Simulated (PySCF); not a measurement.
Predicted microwave data (wB97X-D/def2-SVPD in PySCF (dipole) on a GFN2-xTB geometry, gas phase) for one isomer of C2H9FSSi2:

- Rotational constants: A = 2016, B = 1280, C = 842.5 MHz
- Dipole components: |μa| = 0.05 D, |μb| = 1.17 D, |μc| = 0.84 D
- Inertial defect: -45.76 u·Å²
- κ: -0.25

Question: Which candidate fits, each taken in the one conformer that was computed?
A. `[CH3:1][SiH2:2][C@H:3]([F:4])[SiH2:5][SH:6]` with C1–Si2–C3–F4 -171°, Si2–C3–Si5–S6 -70°, C3–Si5–S6–H -49°
B. `[CH3:1][Si@@H:2]([CH2:3][F:4])[S:5][SiH3:6]` with C1–Si2–C3–F4 -172°, C1–Si2–S5–Si6 -166°
C. `[CH3:1][S:2][Si@H:3]([F:4])[CH2:5][SiH3:6]` with C1–S2–Si3–F4 -49°, S2–Si3–C5–Si6 -179°

Answer: A. It is C[SiH2][C@H](F)[SiH2]S, an asymmetric top, point group C1. The candidates at the same level (rigid rotor, commonest isotopes):

| SMILES | A (MHz) | B (MHz) | C (MHz) | μa (D) | μb (D) | μc (D) | Δ (u·Å²) | point group | rotor |
| --- | --- | --- | --- | --- | --- | --- | --- | --- | --- |
| CS[Si@H](F)C[SiH3] | 4527 | 827.2 | 737.3 | 0.02 | 0.42 | 0.68 | -37.15 | C1 | near-prolate asymmetric top |
| C[Si@@H](CF)S[SiH3] | 2137 | 1399 | 903.4 | 1.64 | 0.30 | 0.44 | -38.29 | C1 | asymmetric top |
| C[SiH2][C@H](F)[SiH2]S | 2016 | 1280 | 842.5 | 0.05 | 1.17 | 0.84 | -45.76 | C1 | asymmetric top |

`C[Si@@H](CF)S[SiH3]` has B 9 % too high; `CS[Si@H](F)C[SiH3]` has A 125 % too high. No structure here is proved a minimum.
